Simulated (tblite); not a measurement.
Species: C₇H₁₁ (doublet state).
Numbering: `[CH3:1][CH2:2][C:3]1=[C:4][CH2:5][C@H:6]1[CH3:7]` (hydrogens: H8, H9, H10 on C1; H11, H12 on C2; H13, H14 on C5; H15 on C6; H16, H17, H18 on C7)

Cartesian coordinates in Å at the GFN2-xTB level; atoms count from 1:
```xyz
18
C7H11 angstrom
C      2.349    0.492   -0.261
C      1.413    0.222    0.919
C      0.225   -0.556    0.505
C     -0.351   -1.719    0.768
C     -1.523   -1.594   -0.166
C     -0.879   -0.224   -0.510
C     -1.713    0.997   -0.175
H      2.688   -0.445   -0.697
H      1.839    1.066   -1.032
H      3.219    1.056    0.068
H      1.946   -0.331    1.696
H      1.090    1.177    1.345
H     -1.552   -2.318   -0.977
H     -2.496   -1.534    0.317
H     -0.506   -0.190   -1.536
H     -2.065    0.945    0.853
H     -1.119    1.902   -0.289
H     -2.575    1.061   -0.837
```

Computed geometry: GFN2-xTB, gas phase. This method treats the open shell by occupation alone, without spin polarisation.

Masses are those of the commonest isotopes; rigid-rotor values at the optimised geometry. The values belong to one conformer with, in the numbering `[CH3:1][CH2:2][C:3]1=[C:4][CH2:5][C@H:6]1[CH3:7]`, C1–C2–C3–C4 119°.

Give the principal moments of inertia and the rotational constants in GHz.

Ia = 117.22, Ib = 252.99, Ic = 314.42 u·Å²; 505379 MHz·u·Å²/I gives 4311, 1998 and 1607 MHz, that is A = 4.3112, B = 1.9976, C = 1.6073 GHz.

What kind of rotor is it?

An asymmetric top. Ray's parameter κ = (2B − A − C)/(A − C) = -0.711; −1 is the prolate and +1 the oblate limit.

Is it planar, by Δ = Ic − Ia − Ib?

Not planar: Δ = Ic − Ia − Ib = -55.79 u·Å². For a rigid frame Δ = −2 Σ m c², so Σ m c² = 27.90 u·Å² lies off the ab plane: 12.02 from hydrogen and 15.88 from heavier atoms. The atom farthest from that plane is 1.49 Å away.

List the rotational levels J(Ka,Kc) to J = 2 (cm⁻¹).

Above 0(0,0):
J = 1: 1(0,1) 0.1202, 1(1,1) 0.1974, 1(1,0) 0.2104
J = 2: 2(0,2) 0.3592, 2(1,2) 0.4249, 2(1,1) 0.4640, 2(2,1) 0.6955, 2(2,0) 0.6970

Estimate the classical rotational partition function at 25 K, 50 K and 500 K.

Point group C1, symmetry number σ = 1; q = (√π/σ)·√((kT/h)³/(ABC)), k/h = 20836.6 MHz/K: 5660 at 25 K, 16000 at 50 K, 507000 at 500 K.

For this open shell read J as N, the rotation without spin; fine and hyperfine splittings come on top. Its GFN2-xTB frequencies are all real (lowest 44 cm⁻¹). Zero-point vibration and centrifugal distortion are left out.
